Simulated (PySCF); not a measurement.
C2H5F2NSi, SMILES N(/[SiH](F)F)=C\C. Atoms are numbered in the order given.

```xyz
11

C     -3.0087    -0.2399    -0.2015
C     -1.5941    -0.0647     0.2352
N     -0.6374     0.1668    -0.5743
Si     1.0114     0.3721    -0.1370
F      1.8730    -0.8111    -0.8131
F      1.2309     0.2331     1.4639
H     -3.3790    -1.2290     0.1187
H     -3.6526     0.5028     0.3005
H     -3.0975    -0.1403    -1.2915
H     -1.4297    -0.1532     1.3349
H      1.5430     1.6711    -0.5836
```

Geometry optimised at r2SCAN-D4/def2-SVP. The structure was generated by enumeration; whether it is a known compound was not checked. One conformer was computed; it need not be the lowest.

These are CAM-B3LYP/def2-TZVP in PySCF values and carry that method's errors.

Isolated molecule, no solvent.

Q: Estimate the frontier levels, gap, dipole moment and polarisability. (Estimate from the structure and the level; the computed values follow.)

A: 
```json
{
  "highest_occupied_level": "-9.12 eV",
  "lowest_empty_level": "-0.03 eV",
  "orbital_gap": "9.09 eV",
  "dipole_moment": "3.01 D",
  "quadrupole, principal values (traceless, Buckingham form, about the centre of nuclear charge)": "-6.34, -2.37, 8.71 D·Å",
  "mean_static_polarisability": "54.1 bohr³ (8.02 Å³)",
  "polarisability_principal_values": "42.3, 48.0, 72.0 bohr³"
}
```
